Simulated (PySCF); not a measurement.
**Calculated NMR parameters of C=N[SiH](OC)OC**

```yaml
Formula: C3H9NO2Si
SMILES: C=N[SiH](OC)OC
InChI: InChI=1S/C3H9NO2Si/c1-4-7(5-2)6-3/h7H,1H2,2-3H3
Point_group_of_the_computed_structure: C1
Degrees_of_unsaturation: 1
Carbon_signals: 2
Proton_signals: 4
```

Mapped SMILES: `[CH2:1]=[N:2][SiH:3]([O:4][CH3:5])[O:6][CH3:7]` (H(Xn): hydrogen on atom n). Ha(C1) is cis to Si3; Hb(C1) is trans to Si3.

Calculated, not measured (PySCF 2.14.0 with density-fitted response routines): structure optimised with GFN2-xTB, PBE0/pcSseg-1 with gauge-including orbitals. One averaged value for each set of equivalent atoms, no solvent model, one conformer, no relativistic terms.

Scale: 1H (σ = 31.72 ppm) and 13C (σ = 186.93 ppm) and 29Si (σ = 349.16 ppm) vs TMS; 15N (σ = 267.73 ppm) against NH3; 17O (σ = 336.08 ppm) vs H2O (reference shieldings calculated alike).

| carbon | δC, type | δH (multiplicity) | HMBC from (2–3 bonds) | span of the C tensor (ppm) |
| --- | --- | --- | --- | --- |
| C1 | 171.9, CH2 | Hb(C1) 8.65 (d); Ha(C1) 8.86 (d) | H(Si3) | 207 |
| C5/C7 | 51.4, CH3 | 3.81 (s) | H(Si3) | 77 |

Other nuclei:
```tsv
atoms	nucleus	environment	δ (ppm)	σ (ppm)
H(Si3)	1H	hydrogen on a silicon bonded to N, 2 O	5.00	26.71
Si3	29Si	silicon bonded to N, 2 O, H	-53.5	402.6
N2	15N	imine nitrogen	432.5	-164.8
O4/O6	17O	oxygen bonded to C, Si	17.0	319.1
```

- Carbon types of the structure: 1 × CH2, 2 × CH3, leaving 1 H on heteroatoms.
- δC 171.9: C=N carbon.
- δC 51.4: methyl carbon bonded to O; pulled downfield by the heteroatom.
- δH 8.86, 8.65: hydrogen on a C=N carbon.
- δH 5.00: hydrogen on a silicon bonded to N, 2 O.
- δH 3.81: hydrogen on a methyl carbon bonded to O; its carbon carries O, which withdraws density.

Shifts are as computed. Against solution values, carbons near 30 ppm lie about +3 ppm off and those near 130 ppm about +5 ppm. Of 1211 compounds with measured shifts, 218 miss one by over three times the rms of a fit or turn the order of signals round; such compounds aren't used in these exercises. Experimental scales use liquid or dissolved standards, which lie at an offset from isolated NH3 (liquid NH3: subtract about 20 ppm) and H2O (liquid H2O: subtract about 36 ppm). Unscaled 15N shifts of sp2 nitrogen come out 20 to 40 ppm too high even then. Multiplicities follow the n + 1 count of equivalent neighbours, as no J values were calculated; m marks all less simple cases, F and P coupling included.
